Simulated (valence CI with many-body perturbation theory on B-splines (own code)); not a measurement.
**Questions on Te20+**

Computed by configuration interaction combined with many-body perturbation theory (CI+MBPT): four valence electrons over a frozen Dirac-Fock core [Ar] 3d10, a basis of 9 s, 9 p, 8 d, 6 f, 3 g, 1 h functions for each j, with the one-electron correlation potential Σ1, the two-electron term Σ2, the three-electron term Σ3, Breit, model QED; selected CI, second order for the rest, scaled by the run's own slope (own B-spline code, finite nucleus).

No measured spectrum was set against this ion. As an estimate, levels hold to about 250 cm⁻¹ or 0.2 % of their energy and the worst to 1 %, as in measured heavy ions of charge 2 to 7; those with d or f electrons hold less well.

Levels are named by their leading jj configuration (3d3/2^4 stands for four electrons in 3d with j = 3/2), which in mixed levels can hold well under half, so a name can repeat and another be missing.

Rates and lifetimes use the calculated energies. Strong lines usually hold to 10 to 20 %, long lifetimes can be off by a factor of two.

Q: What is the ground level?

A: (4s^2 4p1/2^2) J=0, composition 78 % 4s2 4p2 3P + 20 % 4s2 4p2 1S.

Q: Among levels below 1132200 cm⁻¹, which E1 lines absorb most strongly from the ground level?

A: to (4s^2 4p1/2 4d3/2) J=1 at 12.38 nm, f = 1.59; to (4s 4p1/2^2 4p3/2) J=1 at 19.50 nm, f = 0.362; to (4s 4p1/2 4p3/2^2) J=1 at 14.92 nm, f = 0.180.

Q: What are the static dipole polarisabilities of the lowest levels?

A: (4s^2 4p1/2^2) J=0 0.242; (4s^2 4p1/2 4p3/2) J=1 0.256 (tensor 0.0099); (4s^2 4p1/2 4p3/2) J=2 0.255 (tensor 0.012); (4s^2 4p3/2^2) J=2 0.266 (tensor 0.0092) bohr³, of which the core gives 0.0145.

Q: Name the longest-lived excited levels whose lifetime is computed, and their main decay.

A: (4s^2 4p1/2 4p3/2) J=2 at 106750 cm⁻¹ lives 10.3 ms, mostly by E2 to (4s^2 4p1/2^2) J=0; (4s^2 4p1/2 4p3/2) J=1 at 88507 cm⁻¹ lives 101 μs, mostly by M1 to (4s^2 4p1/2^2) J=0; (4s^2 4p3/2 4d5/2) J=4 at 854180 cm⁻¹ lives 94.7 μs, mostly by M1 to (4s^2 4p1/2 4d5/2) J=3.

Q: How well does LS coupling describe the low levels?

A: Among the lowest 20 levels the leading LS term, summed over configurations, holds 70 % on average. For single configurations the figures are 67 % in LS and 84 % in jj coupling. Terms mix most in the J = 2 level at 704570 cm⁻¹, where the leading one holds 40 %.
